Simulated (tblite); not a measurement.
Compound: C8H18AlN.
Geometry (GFN2-xTB, Å), atoms numbered from 1 in this order:
```xyz
28
C8H18AlN angstrom
C      3.6686   -0.6585    0.0257
C      2.5551   -0.6543   -0.6819
C      1.2153   -1.0706   -0.1617
C      0.2101    0.0863   -0.2704
C      0.5445    1.2139    0.7112
C     -0.4827    2.3553    0.5710
Al    -2.1493    1.5335   -0.2217
N     -1.2008   -0.2988   -0.1113
C     -1.5081   -0.9159    1.1687
C     -1.6815   -1.1438   -1.1917
H      3.6851   -0.9729    1.0565
H      4.6114   -0.3506   -0.3924
H      2.5657   -0.3301   -1.7147
H      1.3124   -1.3881    0.8783
H      0.8650   -1.9204   -0.7549
H      0.2692    0.5156   -1.2800
H      0.5464    0.8210    1.7302
H      1.5641    1.5516    0.5028
H     -0.0978    3.0583   -0.1884
H     -0.4875    2.9391    1.4993
H     -3.4662    1.2022    0.5465
H     -2.2703    1.6891   -1.7778
H     -1.2908   -0.2142    1.9715
H     -2.5763   -1.1292    1.1976
H     -0.9544   -1.8456    1.3264
H     -1.3194   -2.1738   -1.1158
H     -2.7727   -1.1497   -1.1611
H     -1.3762   -0.7218   -2.1477
```

Calculated harmonic vibrations of the isolated species, GFN2-xTB (tblite), most abundant isotopes, no scaling. This tight-binding method is rough: wavenumbers can miss measured ones by several per cent, in bad cases by 10 to 20. Modes of hydrogen on aluminium can be 10 to 20 % off. One conformer, not necessarily the lowest.

Harmonic wavenumbers (cm⁻¹): 52.3, 60.6, 69.1, 115.1, 126.4, 197.1, 211.8, 225.8, 243.1, 269.3, 293.7, 304.3, 333.7, 414.8, 442.4, 450.9, 463.9, 502.1, 544.7, 575.8, 603.3, 631.9, 679.2, 768.7, 814.8, 870.9, 900.7, 932.5, 945.6, 995.4, 1023.6, 1031.5, 1033.5, 1052.0, 1068.4, 1075.3, 1095.8, 1128.0, 1161.1, 1180.7, 1202.1, 1219.9, 1250.8, 1253.3, 1273.8, 1290.6, 1310.1, 1332.8, 1351.4, 1402.6, 1415.8, 1423.0, 1461.9, 1465.5, 1470.7, 1476.4, 1481.2, 1486.1, 1515.1, 1664.1, 1708.7, 1720.8, 2829.9, 2888.5, 2913.8, 2937.9, 2941.2, 2949.6, 2953.9, 2972.0, 2981.6, 2985.2, 3008.0, 3019.9, 3024.8, 3054.7, 3101.1, 3130.1.

A = 1789, B = 760.0, C = 632.7 MHz; mass 155.125 u (most abundant isotopes); point group C1, symmetry number 1.

Q: Zero-point energy?

A: Half the sum of the wavenumbers: 51879 cm⁻¹ = 148.33 kcal/mol.

Q: Entropy at 500 K, 1 bar (ideal gas, RRHO, classical rotation)?

A: Translation 43.62, rotation 31.84, vibration 71.34: S = 146.8 cal/(mol K).

Q: And Cp and H(500 K) − H(0)?

A: Cp = 80.42 cal/(mol K), of which vibrations give 72.47 (their classical limit is 78 R = 155.0); H(500 K) − H(0) = 22.54 kcal/mol without the zero-point energy, 18.57 from vibrations.

Q: What must be added to the electronic energy to get the Gibbs energy at 500 K and 1 bar?

A: ZPE + [H(500 K) − H(0)] − T·S = 148.33 + 22.54 − 73.40 = 97.47 kcal/mol.

Q: Blend soft modes into free rotors: weight 1/[1 + (100 cm⁻¹/ν̃)⁴] for the oscillator and the rest for a rotor with moment μB/(μ + B), μ = h/(8π²ν), B = 10⁻⁴⁴ kg m². What vibrational entropy results?

A: 66.47 cal/(mol K) in place of 71.34, which changes −T·S at 500 K by +2.44 kcal/mol.

Q: Which modes carry the vibrational entropy at 500 K?

A: 52.3 cm⁻¹: 5.75; 60.6 cm⁻¹: 5.46; 69.1 cm⁻¹: 5.20; 115.1 cm⁻¹: 4.19; 126.4 cm⁻¹: 4.01; 197.1 cm⁻¹: 3.14 cal/(mol K); the other 72 give 43.59 together.

Q: How do the functions run with temperature in this model?

A: 
| T (K) | S (cal/(mol K)) | Cp (cal/(mol K)) | H − H(0) (kcal/mol) | G − H(0) (kcal/mol) | ln q(vib) |
| --- | --- | --- | --- | --- | --- |
| 100 | 74.1 | 23.2 | 1.49 | -5.92 | 2.27 |
| 200 | 94.9 | 38.1 | 4.57 | -14.41 | 5.94 |
| 300 | 113.1 | 52.8 | 9.11 | -24.82 | 9.70 |
| 800 | 191.2 | 108.2 | 51.21 | -101.75 | 28.15 |
| 1000 | 216.7 | 120.4 | 74.14 | -142.60 | 35.01 |

q(vib) and H(0) count from the zero-point level.

Hindered rotation and anharmonicity are outside this model. Other conformers, if any are populated, would add a mixing term that is left out. The structure is chiral; the term R ln 2 for an equal mix with its mirror image is left out.

The run took 1.5 s on an AMD EPYC 9R45 with one thread, on a shared host. The figure is for the frequency step alone.
